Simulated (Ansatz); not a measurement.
The first iterations of a band of a periodic cell of 13 atoms, Tl₁₂Au (surface Tl(0001), adsorbate Au).

Theory: DFT PBE-D3(BJ), scalar-relativistic, plane waves, PAW in Ansatz. Settings: cutoff 420 eV, k mesh 4x4x1, gaussian smearing 0.05 eV, no spin polarisation.

- movable images: 5
- climbing image: yes
- spring: 5.0 eV/Å²
- optimiser: quadratic models (default)
- start path: straight line
- force threshold: 0.05 eV/Å
- iteration limit: 51
- end points: relaxed
- atoms held: 1 to 4

First end point:

```xyz
13
Lattice="6.9200 0.0000 0.0000 3.4600 5.9929 0.0000 0.0000 0.0000 16.5325" Properties=species:S:1:pos:R:3
Tl 0.000 0.000 1.000
Tl 3.460 0.000 1.000
Tl 1.730 2.996 1.000
Tl 5.190 2.996 1.000
Tl 0.003 1.989 3.658
Tl 3.448 1.942 3.993
Tl 1.652 5.030 4.050
Tl 5.215 5.025 3.997
Tl 0.039 0.069 6.635
Tl 3.510 -0.039 7.754
Tl 1.672 2.889 6.617
Tl 5.335 2.903 6.562
Au 3.533 3.920 8.526
```

Last end point:

```xyz
13
Lattice="6.9200 0.0000 0.0000 3.4600 5.9929 0.0000 0.0000 0.0000 16.5325" Properties=species:S:1:pos:R:3
Tl 0.000 0.000 1.000
Tl 3.460 0.000 1.000
Tl 1.730 2.996 1.000
Tl 5.190 2.996 1.000
Tl -0.078 2.034 4.050
Tl 3.485 2.029 3.997
Tl 1.733 4.985 3.658
Tl 5.178 4.939 3.993
Tl -0.058 -0.108 6.617
Tl 3.605 -0.093 6.562
Tl 1.769 3.066 6.635
Tl 5.240 2.957 7.754
Au 5.263 6.917 8.526
```

| iteration | highest image above the first end (eV) | largest band force component (eV/Å) |
| --- | --- | --- |
| 1 | 2.179 | 9.376 |
| 2 | 0.269 | 1.092 |
| 3 | 0.191 | 0.726 |

Does the band converge within its limit, and where does its top end?

The run converged. It ended after 9 iterations with the highest image 0.084 eV above the first end. By the program's own check the climbing image is of a kind that is not told: the force calls were inconclusive, a negative curvature could not be distinguished from the path's own, the only one lies far off the path, or fixed occupations may fill a level only in part (lowest curvatures found: -0.11 and -0.04 eV/Å²). Limits of this set-up: coarse k mesh, thin slab, slab without dipole correction.

Time of the run: 16 min on 4 threads of Intel(R) Xeon(R) Platinum 8488C (Sapphire Rapids) (shared host), peak memory 4.3 GiB.
